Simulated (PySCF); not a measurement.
Orbital picture of CsCd

PBE at R = 4.415 Å; basis Cs def2-SVP with ECP46, Cd def2-SVP with ECP28; scalar-relativistic core potentials; PySCF 2.14. State: ²Σ⁺ (doublet), unpaired electrons σ ↑. Only the outer orbitals are listed, counted within each symmetry, core potentials removing the inner ones.

```tsv
spin	orbital	occ.	ε (eV)	on Cs (%)	main shells (%)
α	1δ	1	-11.45	0	100 Cd d
α	1δ	1	-11.44	0	100 Cd d
α	3π	1	-11.43	0	100 Cd d
α	3π	1	-11.43	0	100 Cd d
α	5σ	1	-11.43	0	100 Cd d
α	6σ	1	-5.64	3	96 Cd s
α	7σ	1	-2.29	85	84 Cs s, 14 Cd p
α	4π	0	-1.28	36	64 Cd p, 26 Cs p, 10 Cs d
α	4π	0	-1.28	36	64 Cd p, 26 Cs p, 10 Cs d
α	8σ	0	-1.20	36	64 Cd p, 19 Cs p, 13 Cs s
β	1δ	1	-11.44	0	100 Cd d
β	1δ	1	-11.44	0	100 Cd d
β	3π	1	-11.42	0	100 Cd d
β	3π	1	-11.42	0	100 Cd d
β	5σ	1	-11.41	0	100 Cd d
β	6σ	1	-5.55	3	97 Cd s
β	7σ	0	-1.79	73	73 Cs s, 26 Cd p
β	4π	0	-1.14	20	80 Cd p, 10 Cs p, 10 Cs d
β	4π	0	-1.14	20	80 Cd p, 10 Cs p, 10 Cs d
```

Question: Which are the highest filled and the lowest empty level, where do they sit, and how wide is the gap?

Answer: Highest filled α 7σ at -2.29 eV (in %: 84 Cs s, 14 Cd p); lowest empty β 7σ at -1.79 eV (in %: 73 Cs s, 26 Cd p); the gap at PBE is 0.50 eV.

| Property | Result |
| --- | --- |
| bond order (Mayer) | 0.33 |
| ⟨S²⟩ | 0.750 |
| charge on Cs (Mulliken, basis-dependent) | 0.09 |
| charge on Cs (Löwdin, basis-dependent) | -0.07 |
| dipole moment (positive dipole means Cs(−)Cd(+)) | -1.20 D |
| polarisability along the bond | 625.3 bohr³ |
| polarisability across the bond | 375.9 bohr³ |

Spin–orbit coupling is left out. The state is the lowest determinant that a PBE0 search found; another state may lie lower at other levels.
